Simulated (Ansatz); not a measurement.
Molecule: trifluoro(methoxy)methane, C2H3F3O (charge 0, singlet). SMILES: COC(F)(F)F
Geometry from a B3LYP-D3(BJ)/def2-TZVP (Ansatz, a quantum-chemistry and plane-wave program) optimisation:
```xyz
9

C     -1.9058     0.0004    -0.4509
O     -0.6899     0.7482    -0.2696
C      0.3885     0.0410     0.0861
F      0.7182    -0.9042    -0.8235
F      1.4187     0.8737     0.2115
F      0.2250    -0.6079     1.2616
H     -2.1942    -0.4891     0.4788
H     -1.7860    -0.7343    -1.2466
H     -2.6538     0.7348    -0.7323
```

Property: atomisation energy (electronic, to ground-state atoms), in kcal/mol. Cores are frozen in the correlated levels unless marked. Open shells are spin-unrestricted. Spin-orbit coupling is left out. Non-relativistic. The coupled-cluster limit lacks core correlation, which all-electron functionals hold. Basis-set limits of correlation are two-point, X^-3; Hartree-Fock from the larger set. [CCSD(T)-MP2]/basis is that difference in the basis named.

```
level                           program  atomisation energy (kcal/mol)
-----------------------  --------------  -----------------------------
revPBE-D4/def2-TZVPD     Ansatz + dftd4                          854.0
B3LYP-D3(BJ)/def2-TZVPD  Ansatz + dftd3                          848.0
```

Q: Estimate the value at RI-MP2/CBS(cc-pVTZ,cc-pVQZ)+[CCSD(T)-MP2]/cc-pVTZ as computed with Ansatz.

A: 855.4 kcal/mol, so B3LYP-D3(BJ)/def2-TZVPD differs from it by -7.4 kcal/mol.
